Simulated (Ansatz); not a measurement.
Two isomers of C3H4Se: A = `C=CC=[Se]`, B = `CC1=C[Se]1`.

Calculated with Ansatz (gas phase, PBE0-D4/def2-TZVP geometries, no zero-point term in ΔE). CBS: MP2 limit from def2 TZ/QZ plus the TZ coupled-cluster correction, frozen cores. Functionals use def2-TZVPP. B3LYP here is the variant with VWN-RPA as its local correlation; programs differ in this. For Se outer-core shells are correlated without core-valence functions, which leaves a few kJ/mol of doubt a bond. Scalar relativity is left out up to krypton. Each species was taken in one conformer, which may not be the lowest.

(1) Which is lower in electronic energy at CCSD(T)/CBS, and by how much? (Best estimate.)

(2) Give E(B) − E(A) in kcal/mol with HF/def2-TZVPP, CCSD/def2-TZVPP, BLYP-D4, B3LYP-D4, PBE-D4, CCSD(T)/def2-SVP, B3LYP. (Best estimate.)

(3) Does the order hold for the free energy at 298.15 K (harmonic terms from PBE0-D4)? (Best estimate.)

Largest T1 diagnostic: 0.018.

Results:

(1) The calculation gave: A, by 19.9 kcal/mol.

(2) Computed: HF/def2-TZVPP 21.7, CCSD/def2-TZVPP 19.6, BLYP-D4 21.8, B3LYP-D4 20.8, PBE-D4 18.0, CCSD(T)/def2-SVP 24.2, B3LYP 20.6. None reverses the order clearly.

(3) Computed: Yes: G(B) − G(A) = +19.3 kcal/mol, for one conformer each.

In def2-TZVPP, CCSD(T) changes the Hartree–Fock value by −1.4 kcal/mol (the triples alone add +0.7 kcal/mol) and MP2 by −5.2 kcal/mol. From r2SCAN to r2SCAN0 (25 % exact exchange), in def2-TZVPP and without D4, E(B) − E(A) moves by −1.3 kcal/mol.
